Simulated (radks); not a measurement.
Question: The chromium ion Cr13+ is in [Ne] 3s1. Calculated with a radial shooting solver on a logarithmic mesh with Libxc functionals: scalar-relativistic Kohn-Sham, PBEsol, spin-polarised, spherical densities, finite nucleus; Fermi nuclear charge, rms radius of each element as measured or else 0.836 A^(1/3) + 0.57 fm. Open shells are filled with parallel spins first. One electron is removed from 1s, 2s, 2p, 3s in turn, with full relaxation. Which removal costs least, and what does each cost?

Answer: 3s 385.14 eV; 2p 971.08 eV; 2s 1068.9 eV; 1s 6397.0 eV. The 3s electron leaves first.
